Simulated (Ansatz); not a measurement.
`[OH][Hf]([F])([Cl])[Br]`, relaxed with RKS PBE-D4/def2-SVP in Ansatz from a rough embedded geometry. The force threshold is 0.03 eV/Å; the program also tests the step.

Total charge 0; spin multiplicity 1. Hf takes the def2 core potential.

Start:

```xyz
6

O    -1.504   -0.355   -0.145
Hf    0.563   -0.306   -0.077
F     0.200   -1.959   -0.634
Cl    1.668    0.320    1.691
Br    0.633    2.006   -1.462
H    -1.560    0.295    0.627
```

How much energy does the relaxation release, and in how many steps? (Estimate.)

Computed: 231.06 kJ/mol, in 11 steps, 1 of them rejected.

Which bonds change most? (Best estimate.)

The calculation gave: Hf2–Br5 from 2.696 to 2.512 Å; Hf2–Cl4 from 2.176 to 2.360 Å; O1–Hf2 from 2.069 to 1.903 Å; Hf2–F3 from 1.782 to 1.912 Å.

Give the relaxed structure. (Estimate.)

Ansatz gave: 
```xyz
6

O    -1.425    0.073    0.411
Hf    0.392   -0.112   -0.123
F     0.636   -1.836   -0.914
Cl    1.799    0.082    1.762
Br    0.948    1.658   -1.816
H    -2.350    0.135    0.681
```
